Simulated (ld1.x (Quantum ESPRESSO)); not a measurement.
**u(r) = r·R(r): atom against pseudo-atom (gold (Au))**

Columns: radius, all-electron u(r) and pseudo u(r) of the 6p shell (level -6.89 eV) of gold in the configuration [Xe] 4f14 5d10 6s0 6p0; LDA (PZ), scalar-relativistic, TM semilocal scheme, ld1.x (Quantum ESPRESSO) 7.5.

| r (bohr) | all-electron | pseudo |
| --- | --- | --- |
| 0.108 | -0.0865 | 0.0047 |
| 0.215 | 0.0120 | 0.0179 |
| 0.322 | 0.1519 | 0.0378 |
| 0.430 | 0.0943 | 0.0618 |
| 0.538 | -0.0461 | 0.0866 |
| 0.645 | -0.1679 | 0.1090 |
| 0.752 | -0.2365 | 0.1276 |
| 0.860 | -0.2510 | 0.1419 |
| 0.968 | -0.2229 | 0.1528 |
| 1.075 | -0.1671 | 0.1618 |
| 1.182 | -0.0954 | 0.1715 |
| 1.290 | -0.0158 | 0.1841 |
| 1.398 | 0.0648 | 0.2019 |
| 1.505 | 0.1419 | 0.2263 |
| 1.612 | 0.2140 | 0.2586 |
| 1.720 | 0.2803 | 0.2990 |
| 1.828 | 0.3396 | 0.3451 |
| 1.935 | 0.3913 | 0.3921 |
| 2.042 | 0.4361 | 0.4361 |
| 2.150 | 0.4746 | 0.4746 |
| 2.258 | 0.5067 | 0.5067 |
| 2.365 | 0.5327 | 0.5327 |
| 2.472 | 0.5534 | 0.5534 |
| 2.580 | 0.5693 | 0.5693 |
| 2.688 | 0.5806 | 0.5806 |
| 2.795 | 0.5879 | 0.5879 |

Task: How many radial nodes do the two functions have?

Result: The all-electron 6p function has n − l − 1 = 4 (the table is too coarse to show those close to the nucleus); the pseudo-wave has 0, since the states of the same l below it are removed with the core.

Task: At about which radius was the pseudo-wave matched?

Result: 2.15 bohr. The columns agree to 0.0005 from 2.04 bohr on; several derivatives are matched, so the curves merge somewhat inside the radius.

Task: Is the pseudo-wave norm-conserving?

Result: Yes: the TM semilocal scheme keeps the norm inside the radius equal to the all-electron one, which fixes the energy derivative of the logarithmic derivative at the level.
